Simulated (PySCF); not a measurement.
A PySCF script (with the pyscf-properties extension) for the NMR shieldings of SMILES OB(O)c1cc[nH]n1, C₃H₅BN₂O₂, on a GFN2-xTB geometry:

```python
import basis_set_exchange as bse
import numpy as np
from pyscf import gto, dft
from pyscf.prop import nmr

atoms = """
O    -2.119742    0.204976    1.131726
B    -1.550064   -0.067942   -0.073892
O    -2.264306   -0.370599   -1.182037
C     0.010559   -0.025772   -0.148319
C     0.907629    0.200782    0.925347
C     2.160252    0.145774    0.374446
N     1.980334   -0.100007   -0.942604
N     0.701645   -0.204477   -1.268823
H    -3.076625    0.173914    1.167069
H    -3.218556   -0.386928   -1.096267
H     0.640026    0.375824    1.945975
H     3.136073    0.260320    0.802295
H     2.688386   -0.205377   -1.652644
"""
names = dict.fromkeys(["O", "B", "C", "N", "H"], "pcSseg-1")
basis = {el: gto.basis.parse(bse.get_basis(n, elements=[el], fmt="nwchem")) for el, n in names.items()}
mol = gto.M(atom=atoms, basis=basis, charge=0, verbose=0)
mf = dft.RKS(mol, xc="PBE0")
mf.grids.level = 2
mf.grids.alignment = dft.numint.BLKSIZE   # the property module wants whole blocks of grid points
mf.conv_tol = 1e-9
mf.kernel()

calc = nmr.RKS(mf)   # GIAO
C = mf.mo_coeff
Co = C[:, mf.mo_occ > 0]
resp = mf.gen_response(singlet=True, hermi=2)
def vind(x):   # induced exchange potential for any number of trial vectors
    d = np.einsum("pi,xij,qj->xpq", C, 2 * x.reshape(-1, C.shape[1], Co.shape[1]), Co, optimize=True)
    return np.einsum("xpq,pi,qj->xij", resp(d - d.transpose(0, 2, 1)), C, Co, optimize=True).ravel()
mo1, _ = nmr.rhf.solve_mo1(calc, with_cphf=vind)
sigma = calc.kernel(mo1)
for i, s in enumerate(sigma):   # ppm
    print("%2d %-2s %9.2f" % (i, mol.atom_pure_symbol(i), np.trace(s) / 3))
```

Question: What are the results?

Answer: 
```
 0 O     219.61
 1 B      76.59
 2 O     220.17
 3 C      37.67
 4 C      66.81
 5 C      57.48
 6 N      39.03
 7 N    -100.85
 8 H      28.34
 9 H      28.30
10 H      24.64
11 H      24.23
12 H      21.90
```

These numbers come from an equivalent density-fitted implementation of the same equations, which agrees with the script to about 0.01 ppm for H and up to a few tenths of a ppm for heavy atoms, so last digits may differ.

Size and cost of the density-fitted run: 161 basis functions, 16 s wall time on 1 thread of an Arm Neoverse V2, shared host; peak memory 0.72 GiB.
